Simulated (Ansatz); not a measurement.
CH$_{5}$GaN$_{2}$Si (`N=C=N[SiH2][GaH2]`). Charge 0, multiplicity 1.

```csv
atom,x (Å),y (Å),z (Å)
N1,0.914,2.424,-1.463
C2,0.782,1.223,-1.304
N3,0.803,0.029,-1.148
Si4,0.428,-1.228,-0.025
Ga5,-1.218,-0.601,1.635
H6,0.185,2.992,-1.862
H7,-0.059,-2.388,-0.820
H8,1.706,-1.648,0.615
H9,-1.592,-1.593,2.798
H10,-1.949,0.791,1.574
```

(1) List the harmonic frequencies (cm⁻¹, unscaled) at PBE0-D4/def2-TZVP in Ansatz. (Best estimate.)

(2) Is this a minimum?

(3) Give the ideal-gas thermochemistry at 298.15 K and 1 bar (rigid rotor, harmonic oscillator; point group C1, symmetry number 1).

## Answers

(1) The calculation gave: 26, 52, 90, 151, 276, 309, 344, 409, 552, 583, 595, 674, 736, 750, 823, 864, 930, 1435, 1947, 1956, 2200, 2205, 2298, 3663.

(2) Yes, all 24 modes are real.

(3) Zero-point energy 142.8 kJ/mol; H(298) − E = 167.6 kJ/mol; entropy 395.3 J/(mol·K), of which translation 170.7, rotation 119.7, vibration 104.8; G(298) − E = 49.7 kJ/mol. Modes under 100 cm⁻¹ are hindered rotations or soft bends, so the harmonic entropy is rough.
